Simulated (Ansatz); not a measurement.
Isolated molecules relaxed with PBE0-D4/def2-TZVP in Ansatz; ΔE leaves out vibrations. CCSD(T)/CBS is the MP2 limit (def2-TZVPP, def2-QZVPP) plus CCSD(T) − MP2 in def2-TZVPP, frozen cores. Functionals use def2-TZVPP. Elements past krypton have def2 core potentials. For Br, In outer-core shells are correlated without core-valence functions, which leaves a few kJ/mol of doubt a bond. Scalar relativity is left out up to krypton. Each species was taken in one conformer, which may not be the lowest.

Reaction (formal exchange of groups at the In–Br bond): `C[O][InH][Br]` + `CC=C=N` → `C[O][InH][CH3]` + `N=C=CBr`

`C[O][InH][Br]`:

```xyz
8

C    -0.031    1.279    0.335
O     0.526    0.439   -0.644
In    0.268   -1.507   -0.722
Br   -1.170   -2.285    1.130
H    -0.643    0.747    1.073
H     0.770    1.799    0.875
H    -0.663    2.036   -0.144
H     0.944   -2.508   -1.905
```

`CC=C=N`:

Cartesian coordinates in Å:
```
C -0.824 -0.570 -0.829
C -0.430 0.190 0.402
C 0.807 0.375 0.780
N 1.954 0.439 1.194
H -1.375 0.066 -1.528
H 0.051 -0.962 -1.348
H -1.470 -1.415 -0.575
H -1.201 0.629 1.026
H 2.488 1.248 0.878
```

`C[O][InH][CH3]`:

```xyz
11

C    -0.509    1.778    0.469
O     0.425    1.034    1.190
In    0.972   -0.827    0.718
C    -0.034   -1.563   -1.023
H    -0.928    1.248   -0.401
H    -1.353    2.064    1.110
H    -0.057    2.706    0.092
H     2.131   -1.396    1.835
H     0.274   -2.582   -1.258
H    -1.112   -1.544   -0.856
H     0.191   -0.917   -1.874
```

`N=C=CBr`:

```xyz
6

N     1.265   -0.739    0.750
C     0.295   -0.283    0.174
C    -0.696    0.148   -0.557
Br   -0.593    1.813   -1.426
H     1.341   -0.529    1.744
H    -1.611   -0.409   -0.684
```

```csv
level,ΔE (kJ/mol),difference from CCSD(T)/CBS
PBE-D4,181.8,-11.7
revPBE-D4,179.2,-14.3
ωB97M-V,191.5,-2.0
PBE-QIDH,196.6,3.1
r2SCAN,193.9,0.4
r2SCAN0,200.4,6.9
HF/def2-SVP,232.0,38.5
CCSD/def2-SVP,211.6,18.1
HF/def2-TZVPP,224.8,31.3
SCS-MP2/def2-TZVPP,185.7,-7.8
CCSD/def2-TZVPP,189.8,-3.7
CCSD(T)/def2-TZVPP,185.3,-8.2
HF/def2-QZVPP,224.3,30.8
HF/CBS(def2),224.3,30.8
MP2/CBS(def2),192.4,-1.1
CCSD/CBS(def2),198.0,4.5
CCSD(T)/CBS,193.5,0
```

(1) What do rigid-rotor, harmonic-oscillator terms from PBE0-D4/def2-TZVP frequencies (298.15 K, 1 bar) make of the CCSD(T)/CBS value? (Estimate.)

Largest T1 diagnostic among the species: 0.015.

Results:

(1) Ansatz gave: ΔZPE = -8.5 kJ/mol, ΔH = +185.9 kJ/mol, ΔS = 13 J/(mol·K), ΔG = +181.9 kJ/mol. Modes under 50 cm⁻¹ make the entropy rough.

In def2-TZVPP, CCSD(T) changes the Hartree–Fock value by −39.4 kJ/mol (the triples alone add −4.5 kJ/mol) and MP2 by −40.6 kJ/mol. From BLYP to BHLYP (50 % exact exchange), in def2-TZVPP and without D4, ΔE moves by +22.9 kJ/mol. Leaving LDA and LC-ωPBE aside and taking each functional with its dispersion term where it has one, the values, not all of them listed here, spread over 25.6 kJ/mol, from revPBE-D4 to BHLYP-D4.
